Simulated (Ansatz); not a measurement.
Geometry optimisation, RKS PBE-D4/def2-SVP in Ansatz 0.2.0.

Input file:

```yaml
crystal:
  periodic: [false, false, false]
  atoms:
    - { symbol: Ga, position_ang: [0.0, 0.0, 0.0] }
    - { symbol: "N", position_ang: [0.0, 0.0, 2.28] }
    - { symbol: H, position_ang: [-0.877, -0.2713, 2.81] }
    - { symbol: H, position_ang: [0.877, 0.2713, 2.81] }
    - { symbol: Cl, position_ang: [1.9398, 0.0, -1.12] }
    - { symbol: "N", position_ang: [-1.6714, 0.0, -0.965] }
    - { symbol: H, position_ang: [-2.3403, -0.8164, -0.8664] }
    - { symbol: H, position_ang: [-1.9204, 0.8164, -1.5936] }
    - { symbol: O, position_ang: [0.4396, -1.9341, 0.659] }
    - { symbol: H, position_ang: [-0.1933, -2.5903, 0.2244] }
    - { symbol: H, position_ang: [0.2823, -1.2421, 1.8185] }
basis:
  gaussian: { orbitals: def2-SVP }
hamiltonian:
  xc: pbe
  dispersion: d4
relax:
  f_tol: 0.15
  max_steps: 25
  restrain:
    - { distance: [0, 8], at: 1.79, k: 30.0 }
    - { distance: [10, 1], at: 1.06, k: 30.0 }
    - { distance: [0, 1], at: 3.13, k: 30.0 }
    - { distance: [10, 8], at: 2.21, k: 30.0 }
```

Launched with:

```bash
$ ansatz run input.yaml --threads 4 --pin off --max-ram 5120MiB --backend cpu --events-out ev --progress --plain --runs-dir out
```

Task: Where does it end, and by what steps?

Result: The run converged. The restraints hold the end off the free minimum; the threshold counts their pulls, which the force column leaves out. Restrained pairs: Ga1–O9 (2.09 → 1.80 Å), N2–H11 (1.35 → 1.04 Å), Ga1–N2 (2.28 → 3.11 Å), O9–H11 (1.36 → 2.21 Å). After 9 steps the energy has fallen by 1.394 eV (the restraints' own energy left out); Ga1 moved furthest, 0.78 Å.

```json
{"step": "0", "energy less start (eV)": "0.0000", "largest force component (eV/Å)": "2.302", "accepted": "yes"}
{"step": "1", "energy less start (eV)": "-0.3042", "largest force component (eV/Å)": "3.907", "accepted": "yes"}
{"step": "2", "energy less start (eV)": "-0.5380", "largest force component (eV/Å)": "3.140", "accepted": "yes"}
{"step": "3", "energy less start (eV)": "-0.7629", "largest force component (eV/Å)": "2.233", "accepted": "yes"}
{"step": "4", "energy less start (eV)": "-1.0713", "largest force component (eV/Å)": "2.088", "accepted": "yes"}
{"step": "5", "energy less start (eV)": "-1.3005", "largest force component (eV/Å)": "1.239", "accepted": "yes"}
{"step": "6", "energy less start (eV)": "-1.3827", "largest force component (eV/Å)": "0.525", "accepted": "yes"}
{"step": "7", "energy less start (eV)": "-1.3900", "largest force component (eV/Å)": "0.609", "accepted": "yes"}
{"step": "8", "energy less start (eV)": "-1.3843", "largest force component (eV/Å)": "0.718", "accepted": "no"}
{"step": "9", "energy less start (eV)": "-1.3945", "largest force component (eV/Å)": "0.534", "accepted": "yes"}
```

```xyz
11
Properties=species:S:1:pos:R:3
Ga -0.008 -0.565 -0.541
N 0.113 -0.086 2.534
H -0.631 -0.144 3.242
H 0.948 0.290 3.003
Cl 1.745 0.608 -0.996
N -1.655 -0.036 -1.104
H -2.424 -0.703 -1.199
H -1.754 0.744 -1.758
O 0.327 -2.123 0.297
H -0.467 -2.689 0.341
H 0.341 -1.062 2.238
```

The run took 16 s on 4 threads of Arm Neoverse V1 (shared host), peak memory 0.18 GiB.
